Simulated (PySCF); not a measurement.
Species: C7H9N.
Cartesian coordinates in Å at the PBE0-D3(BJ)/def2-SVP level; atoms count from 1:
```
atom  x, y, z in Å
C1     2.3651   -0.4516   -0.0794
C2     0.8918   -0.2787    0.0451
C3     0.0071   -1.1358    0.5722
C4    -1.4077   -0.6490    0.4593
C5    -1.2095    0.8493    0.1284
C6    -2.2737    1.4294   -0.6801
N7    -3.1165    1.8800   -1.3336
C8     0.1932    0.9368   -0.5107
H9     2.9044    0.3713    0.4192
H10    2.6744   -0.4324   -1.1382
H11    2.7021   -1.4011    0.3589
H12    0.2661   -2.1099    0.9946
H13   -2.0062   -0.7899    1.3728
H14   -1.9449   -1.1710   -0.3535
H15   -1.1834    1.4047    1.0807
H16    0.7004    1.8843   -0.2683
H17    0.1413    0.8807   -1.6134
```

All values: CAM-B3LYP/def2-SVPD (PySCF, non-relativistic), on one gas-phase PBE0-D3(BJ)/def2-SVP geometry that isn't relaxed in the solvent. The solvent is an IEF-PCM continuum (Bondi radii, 1.10 Å for H, scaled by 1.2), and excitations are vertical TDDFT with non-equilibrium linear response and a frozen core. Specific hydrogen bonds and non-electrostatic terms are outside this model.

Gas-phase singlets (H = HOMO, L = LUMO):

| state | E (eV) | λ (nm) | f | leading configurations |
| --- | --- | --- | --- | --- |
| S1 | 6.544 | 189 | 0.004 | H→L 95% |
| S2 | 6.822 | 182 | 0.271 | H→L+1 95% |
| S3 | 7.298 | 170 | 0.005 | H→L+2 93% |
| S4 | 7.551 | 164 | 0.002 | H→L+3 72%, H→L+4 12% |
| S5 | 7.605 | 163 | 0.000 | H-1→L+6 13%, H-2→L+5 12% |

Problem. How does the list change in chloroform (ε = 4.711)?

Solution. 
| state | E (eV) | λ (nm) | f | leading configurations | change by rank (eV) |
| --- | --- | --- | --- | --- | --- |
| S1 | 6.503 | 191 | 0.010 | H→L 93% | -0.041 |
| S2 | 6.686 | 185 | 0.341 | H→L+1 95% | -0.136 |
| S3 | 7.209 | 172 | 0.021 | H→L+2 92% | -0.089 |
| S4 | 7.521 | 165 | 0.006 | H→L+4 73%, H→L+5 19% | -0.030 |
| S5 | 7.624 | 163 | 0.017 | H→L+3 60%, H→L+5 18% | +0.019 |

Problem. What are the lowest 5 singlets in tetrahydrofuran (ε = 7.426)?

Solution. 
```
state  E (eV)  λ (nm)      f  leading configurations  change by rank (eV)
   S1   6.503     191  0.009                 H→L 93%               -0.041
   S2   6.690     185  0.329               H→L+1 94%               -0.132
   S3   7.193     172  0.027               H→L+2 91%               -0.105
   S4   7.508     165  0.008    H→L+4 75%, H→L+5 17%               -0.043
   S5   7.598     163  0.016    H→L+3 65%, H→L+5 18%               -0.007
```

Problem. The ground-state energy changes by -0.254 eV from gas to tetrahydrofuran. By how much does the total energy of gas-phase S1 change?

Solution. E(S1) = E(S0) + excitation energy, so it changes by -0.254 − 0.041 = -0.295 eV: it is lowered more than the ground state, which is what a red shift means. This is the vertical state, with the slow part of the continuum still set for S0.

Problem. How do the frontier levels move from gas to tetrahydrofuran?

Solution. 
| orbital | gas (eV) | solvent (eV) | change (eV) | Löwdin shares, gas | Löwdin shares, solvent |
| --- | --- | --- | --- | --- | --- |
| LUMO+2 | 1.50 | 1.72 | +0.22 | C1 16 %, C6 11 %, H15 9 %, H13 8 % | C6 14 %, C1 14 %, N7 12 %, H10 7 % |
| LUMO+1 | 1.20 | 1.50 | +0.30 | C2 28 %, C3 27 %, H12 7 %, C4 6 % | C2 24 %, C3 24 %, C4 7 %, C6 6 % |
| LUMO | 0.98 | 1.26 | +0.28 | C1 13 %, C3 10 %, C8 9 %, H16 8 % | C6 13 %, C1 10 %, C3 9 %, C8 9 % |
| HOMO | -8.50 | -8.17 | +0.33 | C3 32 %, C2 30 %, C4 8 %, C8 6 % | C3 32 %, C2 30 %, C4 8 %, C8 6 % |
| HOMO-1 | -10.50 | -10.58 | -0.08 | N7 38 %, C6 27 %, C5 9 %, C8 8 % | N7 30 %, C6 20 %, C8 12 %, C5 10 % |
| HOMO-2 | -10.63 | -10.75 | -0.12 | N7 41 %, C6 30 %, C5 11 %, H15 6 % | N7 34 %, C6 24 %, C5 14 %, H15 8 % |
| HOMO-3 | -11.60 | -11.44 | +0.16 | N7 51 %, C6 14 %, C8 6 %, C2 6 % | C8 22 %, C2 17 %, C1 11 %, C3 7 % |

The HOMO–LUMO gap goes from 9.47 to 9.43 eV. Rows go by rank; for HOMO-3, LUMO+1 and LUMO+2 the atom shares or the degeneracy differ between the runs, so the row needn't follow one orbital.

Time: 35 s wall; peak memory 1.2 GiB. Hardware: one thread, Intel Xeon 6975P-C (x86_64), on a shared host. This is the whole response run at CAM-B3LYP/def2-SVPD in tetrahydrofuran, SCF included.
